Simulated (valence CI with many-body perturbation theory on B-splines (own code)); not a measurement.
Energy levels of Tm XXXVIII

Method: configuration interaction combined with many-body perturbation theory (CI+MBPT): four valence electrons over a frozen Dirac-Fock core [Ar] 3d10, a basis of 9 s, 9 p, 8 d, 6 f, 3 g, 1 h functions for each j, with the one-electron correlation potential Σ1 (screened to all orders), the two-electron term Σ2, the three-electron term Σ3, Breit, model QED; selected single and double excitations, second order for the rest, scaled by the run's own slope (own B-spline code, finite nucleus).

The last digits are not significant, and no measured levels were compared; by estimate large intervals hold to a few tenths of a per cent, small ones and those within an open d or f shell to about a per cent.

Levels 1 to 32 of 32, with energies above the lowest level, (4s^2 4p1/2^2) J=0. "Leading %" is the weight of the configuration and term that name the level; weights of strongly mixed levels are sums over their largest components and can fall short, so below about 35 % the name and the second component can differ from the true leading terms, or belong to a minority configuration. In the jj column 3d3/2^4 stands for four electrons in 3d with j = 3/2. Lifetimes count E1, E2, E3, M1 and M2 decay at the calculated energies, and are blank where another channel may lead or the interval is too uncertain; long ones can be off by a factor of two.

| No. | Configuration | Term | J | E (cm⁻¹) | Leading % | Lifetime | Second component | g | Leading jj |
| --- | --- | --- | --- | --- | --- | --- | --- | --- | --- |
| 1 | 4s2.4p2 | 3P | 0 | 0 | 71 |  | 28 % 4s2.4p2 1S |  | 4s^2 4p1/2^2 (99 %) |
| 2 | 4s2.4p2 | 3P | 1 | 497920 | 99 | 638 ns |  | 1.498 | 4s^2 4p1/2 4p3/2 (99 %) |
| 3 | 4s2.4p2 | 1D | 2 | 528970 | 62 | 30.0 μs | 37 % 4s2.4p2 3P | 1.184 | 4s^2 4p1/2 4p3/2 (99 %) |
| 4 | 4s2.4p2 | 3P | 2 | 1050300 | 62 | 355 ns | 37 % 4s2.4p2 1D | 1.309 | 4s^2 4p3/2^2 (98 %) |
| 5 | 4s2.4p2 | 1S | 0 | 1118200 | 70 | 265 ns | 28 % 4s2.4p2 3P |  | 4s^2 4p3/2^2 (98 %) |
| 6 | 4s.4p3 | 3P° | 2 | 1172100 | 43 | 61.1 ps | 35 % 4s.4p3 5S° | 1.594 | 4s 4p1/2^2 4p3/2 (95 %) |
| 7 | 4s.4p3 | 3D° | 1 | 1278600 | 39 | 4.67 ps | 22 % 4s.4p3 1P° | 1.034 | 4s 4p1/2^2 4p3/2 (92 %) |
| 8 | 4s2.4p.4d | 3F° | 2 | 1589700 | 69 | 372 ps | 20 % 4s2.4p.4d 1D° | 0.779 | 4s^2 4p1/2 4d3/2 (94 %) |
| 9 | 4s.4p3 | 5S° | 2 | 1625600 | 43 | 146 ps | 38 % 4s.4p3 3D° | 1.535 | 4s 4p1/2 4p3/2^2 (84 %) |
| 10 | 4s.4p3 | 3D° | 3 | 1684300 | 77 | 145 ps | 11 % 4s2.4p.4d 3D° | 1.297 | 4s 4p1/2 4p3/2^2 (77 %) |
| 11 | 4s2.4p.4d | 3D° | 1 | 1714600 | 48 | 1.01 ps | 20 % 4s2.4p.4d 1P° | 0.949 | 4s^2 4p1/2 4d3/2 (80 %) |
| 12 | 4s.4p3 | 3P° | 0 | 1760700 | 96 | 6.74 ps |  |  | 4s 4p1/2 4p3/2^2 (96 %) |
| 13 | 4s2.4p.4d | 3P° | 2 | 1794100 | 30 | 3.08 ps | 21 % 4s.4p3 3D° | 1.171 | 4s^2 4p1/2 4d5/2 (62 %) |
| 14 | 4s2.4p.4d | 3F° | 3 | 1803900 | 55 | 4.07 ps | 20 % 4s.4p3 3D° | 1.141 | 4s^2 4p1/2 4d5/2 (74 %) |
| 15 | 4s.4p3 | 3P° | 1 | 1811700 | 51 | 3.29 ps | 19 % 4s.4p3 1P° | 1.250 | 4s 4p1/2 4p3/2^2 (87 %) |
| 16 | 4s.4p3 | 1D° | 2 | 1842700 | 53 | 1.91 ps | 12 % 4s2.4p.4d 3D° | 1.181 | 4s 4p1/2 4p3/2^2 (66 %) |
| 17 | 4s.4p3 | 3S° | 1 | 1848300 | 39 | 1.56 ps | 25 % 4s.4p3 3D° | 1.318 | 4s 4p1/2 4p3/2^2 (88 %) |
| 18 | 4s2.4p.4d | 3D° | 2 | 2201500 | 39 | 2.01 ps | 20 % 4s2.4p.4d 3P° | 1.295 | 4s^2 4p3/2 4d3/2 (45 %) |
| 19 | 4s2.4p.4d | 3P° | 1 | 2209600 | 50 | 1.25 ps | 33 % 4s2.4p.4d 3D° | 1.140 | 4s^2 4p3/2 4d3/2 (87 %) |
| 20 | 4s2.4p.4d | 1D° | 2 | 2210900 | 46 | 2.18 ps | 13 % 4s2.4p.4d 3F° | 1.096 | 4s^2 4p3/2 4d3/2 (43 %) |
| 21 | 4s2.4p.4d | 3P° | 0 | 2221900 | 95 | 1.28 ps |  |  | 4s^2 4p3/2 4d3/2 (95 %) |
| 22 | 4s2.4p.4d | 3F° | 3 | 2226000 | 36 | 1.24 ps | 31 % 4s2.4p.4d 3D° | 1.137 | 4s^2 4p3/2 4d3/2 (86 %) |
| 23 | 4s2.4p.4d | 3F° | 4 | 2247300 | 99 | 753 ns |  | 1.247 | 4s^2 4p3/2 4d5/2 (99 %) |
| 24 | 4s.4p2.4d | 5F | 1 | 2275500 | 48 | 25.7 ps | 31 % 4s.4p2.4d 3D | 0.393 | 4s 4p1/2^2 4d3/2 (95 %) |
| 25 | 4s.4p2.4d | 3D | 2 | 2295200 | 25 | 31.1 ps | 25 % 4s.4p2.4d 5F | 1.178 | 4s 4p1/2^2 4d3/2 (88 %) |
| 26 | 4s2.4p.4d | 1P° | 1 | 2367600 | 33 | 2.35 ps | 25 % 4s2.4p.4d 3P° | 1.251 | 4s^2 4p3/2 4d5/2 (57 %) |
| 27 | 4s2.4p.4d | 3P° | 2 | 2382500 | 25 | 1.61 ps | 24 % 4s.4p3 3P° | 1.320 | 4s^2 4p3/2 4d5/2 (47 %) |
| 28 | 4s2.4p.4d | 1F° | 3 | 2385600 | 50 | 1.55 ps | 47 % 4s2.4p.4d 3D° | 1.160 | 4s^2 4p3/2 4d5/2 (89 %) |
| 29 | 4s.4p2.4d | 3D | 3 | 2429400 | 27 | 5.95 ps | 26 % 4s.4p2.4d 5D | 1.368 | 4s 4p1/2^2 4d5/2 (91 %) |
| 30 | 4p4 | 3P | 2 | 2440100 | 30 | 6.13 ps | 14 % 4p4 1D | 1.207 | 4s 4p1/2^2 4d5/2 (48 %) |
| 31 | 4s2.4p.4d | 1P° | 1 | 2460100 | 34 | 1.21 ps | 25 % 4s.4p3 1P° | 1.035 | 4s 4p3/2^3 (51 %) |
| 32 | 4p4 | 1S | 0 | 2556700 | 52 | 3.08 ps | 34 % 4p4 3P |  | 4p1/2^2 4p3/2^2 (87 %) |

Where two levels of one J and parity lie close, their mixing, g and order are uncertain.

The ionisation energy to 4s2.4p 2P°_1/2 of the next ion comes out as 1707.9 eV (NIST: 1706 ± 4 eV (theoretical)). All 32 levels together are meant to be complete up to 2558500 cm⁻¹.
